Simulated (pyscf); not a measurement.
Structures and frequencies: ωB97X-D3(BJ)/def2-SVP in PySCF.

SMILES: C=CC=CC=CC=C
```xyz
18

C     -0.5099     3.3007     1.0165
C     -0.1857     2.5033    -0.0096
C      0.1046     1.0735     0.1242
C      0.4443     0.2822    -0.9109
C      0.7523    -1.1527    -0.8338
C      0.1302    -2.0846    -0.0833
C     -1.0590    -1.8870     0.7522
C     -1.5309    -2.8151     1.5954
H     -0.7208     4.3640     0.8713
H     -0.5747     2.9121     2.0388
H     -0.1294     2.9204    -1.0230
H      0.0613     0.6532     1.1357
H      0.5500     0.7449    -1.9014
H      1.5728    -1.4921    -1.4778
H      0.5183    -3.1096    -0.1206
H     -1.5890    -0.9342     0.6495
H     -1.0246    -3.7783     1.7247
H     -2.4355    -2.6434     2.1859
```
Charge 0, spin multiplicity 1.

Task: How much does it cost (ΔH, 298 K, ωB97M-D3(BJ)/def2-TZVP) to split H₂C=CH–CH=CH–CH=CH–CH=CH₂ (SMILES C=CC=CC=CC=C) at its C–C bond into •HC=CH–CH=CH₂ + •HC=CH–CH=CH₂?

Result: C–C to •HC=CH–CH=CH₂ + •HC=CH–CH=CH₂: 116.5 kcal/mol. The 7 functionals that were run give +108.9 (r²SCAN) to +117.0 kcal/mol (ωB97X-D3(BJ)). The radicals are drawn with the spin at the cut bond; how far it spreads was not checked. H₂C=CH–CH=CH–CH=CH–CH=CH₂ lies 24.2 kcal/mol over its isomer cyclic C₈H₁₀ (SMILES C1=CC2C=CC(C1)C2), and others may lie lower still (electronic energy, ωB97M-D3(BJ)). •HC=CH–CH=CH₂ lies 11.3 kcal/mol over its isomer •HC=C=CH–CH₃, and others may lie lower still (electronic energy, ωB97M-D3(BJ)).
